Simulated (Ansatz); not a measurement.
```yaml
crystal:
  periodic: [false, false, false]
  atoms:
    - {symbol: F, position_ang: [-0.633362, -2.679740, 1.150911]}
    - {symbol: Al, position_ang: [-0.349593, -1.303626, 0.286757]}
    - {symbol: C, position_ang: [0.462883, 0.424138, 0.533596]}
    - {symbol: Ga, position_ang: [-0.549322, 0.552785, -1.227343]}
    - {symbol: H, position_ang: [1.427634, 0.079359, 0.080739]}
    - {symbol: H, position_ang: [0.686662, 1.177209, 1.289408]}
    - {symbol: H, position_ang: [-1.044892, 1.749875, -2.114077]}
basis:
  gaussian: {orbitals: x2c-TZVPPall}
magnetization: {spin_polarized: true, initial_magnetization: 8}
hamiltonian: {xc: {name: LC-wPBE}}
output: {forces: true}
```

```sh
$ ansatz run in.yaml --threads 2 --pin off --events-out ev --progress --plain --max-ram 4352MiB
```

It prints (some lines left out):

```
Functional definition: LC-wPBE
1142 factors; their error is unknown
365 factors; integrals over basis functions are off by at most 2.3e-5 eV
mean field evaluation 1: about -63272.6461 eV, gradient 3.2e1 eV
mean field evaluation 2: about -63263.3502 eV, gradient 6.4e1 eV
mean field evaluation 4: about -63278.8008 eV, gradient 6.3e0 eV
mean field evaluation 8: about -63279.4233 eV, gradient 5.8e-1 eV
mean field evaluation 16: about -63279.4400 eV, gradient 6.7e-2 eV
mean field -63279.44689930 eV, -2325.4767811996 hartree, gradient 8.6e-6 eV, S^2 20.010006; 6 other end points of the search recorded, 0 dependent functions left out
reference -63279.44689931 eV, -2325.4767812000 hartree; 35, 27 occupied and 159, 167 virtual orbitals, 1142 factors
Total energy: -63279.44689931 eV, -2325.4767812000 hartree
Relativity: scalar
Atom 0 at    -0.633362    -2.679740     1.150911 Å, force    -1.304383    -6.893281     4.042617 eV/Å
Atom 1 at    -0.349593    -1.303626     0.286757 Å, force     0.142966     2.460381    -2.463120 eV/Å
Atom 2 at     0.462883     0.424138     0.533596 Å, force     3.744666     2.304209    -0.263306 eV/Å
Atom 3 at    -0.549322     0.552785    -1.227343 Å, force     0.331093    -1.917745     1.119985 eV/Å
Atom 4 at     1.427634     0.079359     0.080739 Å, force    -0.231573    -0.047649     0.988219 eV/Å
Atom 5 at     0.686662     1.177209     1.289408 Å, force    -0.964766    -0.207927    -0.029809 eV/Å
Atom 6 at    -1.044892     1.749875    -2.114077 Å, force    -1.718003     4.302012    -3.394586 eV/Å
Dipole moment:     0.103971     0.039059     0.142336 e Å
```

(1) What is wrong with this run?

Answers

(1) The spin is set far too high for this molecule. Self-consistency was reached. The result belongs to that input, not to the molecule as meant.
